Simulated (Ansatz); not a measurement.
`C=CCOC=C` and `C=CCO[SiH3]` differ in one atom or group.

Ansatz, PBE0-D4/def2-TZVP geometries, multiplicity 1. Each molecule was computed in one conformer, which needn't be the lowest.

```csv
property,`C=CCOC=C`
"ideal-gas entropy at 298 K and 1 bar (rigid rotor, harmonic PBE0-D4/def2-TZVP) / J/(mol·K)",339
size of the dipole moment (B3LYP/def2-TZVPP) / D,0.85
HOMO energy (ωB97M-V/def2-TZVPP) / eV,-9.03
LUMO energy (PBE0/def2-TZVPP) / eV,-0.03
HOMO–LUMO gap (ωB97M-V/def2-TZVPP) / eV,11.14
HOMO–LUMO gap (PBE/def2-TZVPP) / eV,4.44
```

(1) Give the same properties after the change, and the shifts. (Best estimate.)

## Answers

(1) Computed: 
```csv
property,`C=CCO[SiH3]`,shift
"ideal-gas entropy at 298 K and 1 bar (rigid rotor, harmonic PBE0-D4/def2-TZVP) / J/(mol·K)",355,16
size of the dipole moment (B3LYP/def2-TZVPP) / D,1.01,0.16
HOMO energy (ωB97M-V/def2-TZVPP) / eV,-10.04,-1.01
LUMO energy (PBE0/def2-TZVPP) / eV,-0.16,-0.13
HOMO–LUMO gap (ωB97M-V/def2-TZVPP) / eV,11.79,0.65
HOMO–LUMO gap (PBE/def2-TZVPP) / eV,5.34,0.90
```

With PBE0 the HOMO falls by 0.99 eV and the LUMO falls by 0.13 eV, so the gap widens by about 0.86 eV. PBE moves the HOMO by -0.96 eV and ωB97M-V by -1.01 eV. The zero-point energy changes by -47.8 kJ/mol with -3 modes. Dipoles are sizes alone; their direction can turn. Modes under 60 cm⁻¹, often nearly free rotors, make the harmonic entropy too high.

B3LYP here is the variant with VWN-RPA as its local correlation; programs differ in this.
